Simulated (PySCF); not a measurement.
# ECD: `C[C@H](N)[C@H]1C[C@@H]1S`, C5H11NS

Molfile (atoms numbered from 1):
```
C5H11NS
     RDKit          3D

 18 18  0  0  0  0  0  0  0  0999 V2000
   -1.0024    1.6908   -0.3295 C   0  0  0  0  0  0  0  0  0  0  0  0
   -0.9376    0.1655   -0.3528 C   0  0  2  0  0  0  0  0  0  0  0  0
   -2.1751   -0.3690    0.1945 N   0  0  0  0  0  0  0  0  0  0  0  0
    0.2981   -0.3240    0.3896 C   0  0  1  0  0  0  0  0  0  0  0  0
    0.8579   -1.6890    0.1185 C   0  0  0  0  0  0  0  0  0  0  0  0
    1.6010   -0.4710   -0.3348 C   0  0  2  0  0  0  0  0  0  0  0  0
    3.1390   -0.0522    0.5077 S   0  0  0  0  0  0  0  0  0  0  0  0
   -1.0310    2.0503    0.6973 H   0  0  0  0  0  0  0  0  0  0  0  0
   -1.9022    2.0245   -0.8376 H   0  0  0  0  0  0  0  0  0  0  0  0
   -0.1332    2.1151   -0.8253 H   0  0  0  0  0  0  0  0  0  0  0  0
   -0.8811   -0.1762   -1.3942 H   0  0  0  0  0  0  0  0  0  0  0  0
   -2.1526   -1.3830    0.1959 H   0  0  0  0  0  0  0  0  0  0  0  0
   -2.2952   -0.0597    1.1538 H   0  0  0  0  0  0  0  0  0  0  0  0
    0.3543    0.0238    1.4161 H   0  0  0  0  0  0  0  0  0  0  0  0
    1.2644   -2.2502    0.9463 H   0  0  0  0  0  0  0  0  0  0  0  0
    0.3907   -2.3008   -0.6397 H   0  0  0  0  0  0  0  0  0  0  0  0
    1.6399   -0.2561   -1.3942 H   0  0  0  0  0  0  0  0  0  0  0  0
    2.9563    1.2676    0.4767 H   0  0  0  0  0  0  0  0  0  0  0  0
  1  2  1  0
  2  3  1  0
  2  4  1  0
  4  5  1  0
  5  6  1  0
  6  7  1  0
  6  4  1  0
  1  8  1  0
  1  9  1  0
  1 10  1  0
  2 11  1  6
  3 12  1  0
  3 13  1  0
  4 14  1  1
  5 15  1  0
  5 16  1  0
  6 17  1  6
  7 18  1  0
M  END
```

Computed with TDDFT wB97X-D/aug-cc-pVDZ circular dichroism and optical rotation, one conformer, gas phase (PySCF 2.14.0). Geometry: GFN2-xTB.

The molecule is flexible and this is one conformer; a measurement averages over conformers.

(1) Assign R or S to each stereocentre.

(2) List the lowest 12 singlet excitations with oscillator and rotatory strengths.

Results:

(1) C2 S, C4 R, C6 S.

(2) Rotatory strengths R in 10⁻⁴⁰ esu² cm², velocity form and length form (origin at the centre of mass); f in length form.
| state | E (eV) | λ (nm) | f | R (velocity) | R (length) | main |
| --- | --- | --- | --- | --- | --- | --- |
| 1 | 5.57 | 223 | 0.007 | -3.9 | -3.8 | HOMO→LUMO+9 0.25, HOMO→LUMO 0.19 |
| 2 | 5.97 | 208 | 0.033 | -8.0 | -7.9 | HOMO→LUMO 0.33, HOMO−1→LUMO 0.22 |
| 3 | 6.15 | 202 | 0.029 | +9.6 | +9.6 | HOMO→LUMO+4 0.16, HOMO→LUMO+8 0.12 |
| 4 | 6.44 | 193 | 0.007 | +4.4 | +4.5 | HOMO→LUMO+2 0.43, HOMO→LUMO+1 0.31 |
| 5 | 6.76 | 184 | 0.013 | -1.8 | -1.8 | HOMO→LUMO+1 0.25, HOMO→LUMO+3 0.17 |
| 6 | 6.87 | 181 | 0.004 | +1.4 | +1.2 | HOMO−1→LUMO+2 0.24, HOMO→LUMO+4 0.14 |
| 7 | 6.92 | 179 | 0.011 | +2.9 | +2.9 | HOMO−1→LUMO+1 0.32, HOMO→LUMO+4 0.17 |
| 8 | 7.20 | 172 | 0.039 | -17.6 | -18.4 | HOMO−1→LUMO+3 0.37, HOMO→LUMO+8 0.19 |
| 9 | 7.27 | 171 | 0.021 | -12.5 | -12.5 | HOMO−1→LUMO 0.34, HOMO→LUMO+3 0.14 |
| 10 | 7.40 | 167 | 0.015 | +10.8 | +10.9 | HOMO−1→LUMO+2 0.15, HOMO→LUMO+4 0.13 |
| 11 | 7.51 | 165 | 0.007 | -3.1 | -3.3 | HOMO→LUMO+6 0.29, HOMO→LUMO+5 0.25 |
| 12 | 7.60 | 163 | 0.022 | +20.0 | +20.2 | HOMO→LUMO+7 0.17, HOMO−1→LUMO+4 0.16 |

Among the states computed, the strongest CD band (largest |R|) is state 12. The largest dissymmetry factor in size, g = 4R/(D+G), with D and G the electric and magnetic dipole strengths, is +0.011 for state 12 (velocity form, f = 0.021), among bands with |R| over 0.5. The mirror image has the same energies and oscillator strengths and all R with the opposite sign.
